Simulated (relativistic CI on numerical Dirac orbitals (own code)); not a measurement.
Method of calculation: Dirac equation for one electron, model QED (radiative potential, 1s self-energy scaled to tabulated hydrogen-like ionisation energies) (own radial code, finite nucleus).

Configuration list: 1s, 2s, 2p, 3s, 3p, 3d, 4s, 4p, 4d, 4f, 5s, 5p, 5d, 5f, 5g, 6s, 6p, 6d. Levels of other configurations are missing.

Outline of the computed level scheme of Ti XXII. Lowest level of each configuration: 1s ²S1/2 at 0.00 eV; 2p ²P°1/2 at 4966.10 eV; 2s ²S1/2 at 4966.42 eV; 3p ²P°1/2 at 5889.36 eV; 3s ²S1/2 at 5889.46 eV; 3d ²D3/2 at 5892.56 eV; 4p ²P°1/2 at 6212.07 eV; 4s ²S1/2 at 6212.11 eV; 4d ²D3/2 at 6213.41 eV.

Some strong electric-dipole decays among the lowest 14 levels: 2p ²P°1/2 → 1s ²S1/2 (1.5e+14 s⁻¹); 2p ²P°3/2 → 1s ²S1/2 (1.5e+14 s⁻¹); 3p ²P°3/2 → 1s ²S1/2 (3.9e+13 s⁻¹); 3p ²P°1/2 → 1s ²S1/2 (3.9e+13 s⁻¹); 4p ²P°3/2 → 1s ²S1/2 (1.6e+13 s⁻¹); 4p ²P°1/2 → 1s ²S1/2 (1.6e+13 s⁻¹); 3d ²D5/2 → 2p ²P°3/2 (1.5e+13 s⁻¹); 3d ²D3/2 → 2p ²P°1/2 (1.3e+13 s⁻¹).
